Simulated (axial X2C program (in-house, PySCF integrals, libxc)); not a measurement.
# Potential curves of TeBr, with spin–orbit coupling

Computed with an axial X2C code built on PySCF integrals. Two-component (2c) means X2C with spin–orbit coupling and atomic mean-field two-electron Coulomb and Gaunt terms. Basis: Te dyall-cv3z [11s12p8d4f1g], Br dyall-cv3z [8s9p6d4f1g] (cores contracted in-house); Gaussian nuclei, density fitting, unrestricted open shells. Masses: Te 129.906 u, Br 78.918 u.

State: Ω = 3/2 (⟨Sz⟩ = 0.51, ⟨Lz⟩ = 0.99 at PBE0). Energies in kJ/mol from the fragments at the same level (Te + Br). Fits are polynomials in 1 − R0/R over 0.85 to 1.23 times the lowest point R0.

```json
{"R (Å)": "2.1550", "PBE0": "-131.95", "LDA": "-212.09"}
{"R (Å)": "2.2541", "PBE0": "-190.90", "LDA": "-267.40"}
{"R (Å)": "2.3284", "PBE0": "-215.26", "LDA": "-289.73"}
{"R (Å)": "2.4027", "PBE0": "-227.30", "LDA": "-300.20"}
{"R (Å)": "2.4770", "PBE0": "-230.15", "LDA": "-301.89"}
{"R (Å)": "2.5637", "PBE0": "-225.10", "LDA": "-295.87"}
{"R (Å)": "2.6504", "PBE0": "-213.78", "LDA": "-283.94"}
{"R (Å)": "2.7619", "PBE0": "-193.45", "LDA": "-263.24"}
{"R (Å)": "2.8981", "PBE0": "-164.13", "LDA": "-233.90"}
{"R (Å)": "3.0962", "PBE0": "-119.89", "LDA": "-190.04"}
```

Occupations by symmetry block were frozen at the best pattern of an incomplete PBE0 search. Dissociation energies refer to the lowest single-determinant-based atoms at the same level and basis. Density functionals use the spin component along the axis (collinear). Without a current term, density functionals place determinants with orbital angular momentum somewhat too high.

(1) Fit the PBE0 curve near its minimum: give the equilibrium distance, the harmonic wavenumber and the well depth.

(2) What are Re, ωe and De at the LDA level?

Answers

(1) At PBE0, 2c: Re = 2.468 Å, ωe ≈ 269 cm⁻¹, De = 2.39 eV to Te + Br; Be follows as 0.0564 cm⁻¹.

(2) At LDA, 2c: Re = 2.456 Å, ωe ≈ 269 cm⁻¹, De = 3.13 eV to Te + Br; Be follows as 0.0569 cm⁻¹.
